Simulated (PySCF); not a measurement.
# Computed spin Hamiltonian

C₆H₈N (doublet state).
SMILES with atom numbers: `[CH3:1][C:2]1[CH2:3][CH:4]([C:5]#[N:6])[CH2:7]1` (hydrogens: H8, H9, H10 on C1; H11, H12 on C3; H13 on C4; H14, H15 on C7)

Cartesian coordinates in Å at the GFN2-xTB level; atoms count from 1:
```xyz
15
C6H8N angstrom
C     -2.071    0.507   -0.015
C     -0.764   -0.150    0.151
C      0.214   -0.098    1.276
C      1.313   -0.555    0.280
C      2.375    0.390    0.104
N      3.201    1.168   -0.042
C      0.260   -0.547   -0.859
H     -2.623    0.058   -0.840
H     -2.659    0.424    0.899
H     -1.964    1.578   -0.238
H      0.039   -0.794    2.102
H      0.378    0.896    1.709
H      1.733   -1.539    0.497
H      0.450    0.189   -1.648
H      0.112   -1.517   -1.341
```

The calculation used PySCF 2.14.0, UKS B3LYP, pcH-1 on C H N, non-relativistic, mean-field spin-orbit, GIAO. Geometry: GFN2-xTB; no solvent, vibrations or thermal averaging. A GFN2-xTB geometry isn't a minimum of the functional, and hyperfine couplings can be far from their values at a DFT geometry. Stability of the SCF solution: not tested.

```json
{
  "g1, g2, g3": "2.00213, 2.00290, 2.00298",
  "g_iso": "2.00267",
  "Form of g": "close to axial: the two nearest values differ by 8 % of g3 − g1",
  "⟨S²⟩": "0.7542 (exact 0.7500)",
  "α and β electrons": "26, 25",
  "HOMO–LUMO gap, α and β orbitals": "5.70, 7.07 eV",
  "Total energy": "-288.13114 Eh"
}
```

Hyperfine couplings atom by atom, in MHz; T1 to T3 are the principal values of the dipolar part:

```json
{"atom": "C1", "isotope": "13C", "a_iso": "-26.9", "T1": "-2.0", "T2": "-0.7", "T3": "2.6", "Mulliken spin population": "-0.07"}
{"atom": "C2", "isotope": "13C", "a_iso": "125.4", "T1": "-80.3", "T2": "-78.6", "T3": "158.9", "Mulliken spin population": "0.95"}
{"atom": "C3", "isotope": "13C", "a_iso": "-32.0", "T1": "-2.7", "T2": "-0.3", "T3": "2.9", "Mulliken spin population": "-0.09"}
{"atom": "C4", "isotope": "13C", "a_iso": "6.3", "T1": "-1.5", "T2": "-1.4", "T3": "2.9", "Mulliken spin population": "0.01"}
{"atom": "C5", "isotope": "13C", "a_iso": "-3.1", "T1": "-0.5", "T2": "-0.3", "T3": "0.8", "Mulliken spin population": "0.00"}
{"atom": "N6", "isotope": "14N", "a_iso": "0.0", "T1": "-0.1", "T2": "-0.1", "T3": "0.2", "Mulliken spin population": "0.00"}
{"atom": "C7", "isotope": "13C", "a_iso": "-32.0", "T1": "-2.7", "T2": "-0.3", "T3": "2.9", "Mulliken spin population": "-0.09"}
{"atom": "H8", "isotope": "1H", "a_iso": "34.1", "T1": "-4.9", "T2": "-4.5", "T3": "9.3", "Mulliken spin population": "0.01"}
{"atom": "H9", "isotope": "1H", "a_iso": "34.0", "T1": "-4.9", "T2": "-4.5", "T3": "9.3", "Mulliken spin population": "0.01"}
{"atom": "H10", "isotope": "1H", "a_iso": "142.3", "T1": "-4.6", "T2": "-3.2", "T3": "7.8", "Mulliken spin population": "0.07"}
{"atom": "H11", "isotope": "1H", "a_iso": "107.1", "T1": "-4.9", "T2": "-4.1", "T3": "9.1", "Mulliken spin population": "0.04"}
{"atom": "H12", "isotope": "1H", "a_iso": "102.2", "T1": "-4.3", "T2": "-2.9", "T3": "7.2", "Mulliken spin population": "0.05"}
{"atom": "H13", "isotope": "1H", "a_iso": "-2.2", "T1": "-2.5", "T2": "-2.4", "T3": "4.9", "Mulliken spin population": "0.00"}
{"atom": "H14", "isotope": "1H", "a_iso": "102.3", "T1": "-4.3", "T2": "-2.9", "T3": "7.2", "Mulliken spin population": "0.05"}
{"atom": "H15", "isotope": "1H", "a_iso": "107.1", "T1": "-4.9", "T2": "-4.1", "T3": "9.1", "Mulliken spin population": "0.04"}
```

The largest Mulliken spin populations are on C2 (+0.95), C7 (-0.09), C3 (-0.09) and C1 (-0.07). C2 is the only atom above +0.15. The positive populations add up to 1.25 and the negative ones to -0.25, together 2S = 1. The angles at C2 add up to 355.3°, so it is nearly planar.

Axes: g2 points within 7° of the C1–C2 bond.

Under fast tumbling the dipolar parts average out, and these isotropic splittings remain: 2 × 1H (H11/H15, I = 1/2, 3 lines) with 3.82 mT, 2 × 1H (H12/H14, I = 1/2, 3 lines) with 3.65 mT, 3 × 1H (H8/H9/H10, I = 1/2, 4 lines) with 2.50 mT and 1 × 1H (H13, I = 1/2, 2 lines) with 0.08 mT.

Class means assume fast exchange of nuclei equivalent by connectivity; if that motion is slow, each nucleus keeps its own coupling. The three 1H nuclei of mean +70.1 MHz run from 34.0 to 142.3 MHz in the frozen geometry.

The 13C coupling of C2 (125.4 MHz) shows only in satellite lines or after enrichment, since that isotope makes up about 1.07 % of natural carbon.

Examples of negative spin density at the nucleus (bohr⁻³): C3/C7 (-0.0285), C1 (-0.0239) and C5 (-0.0028).
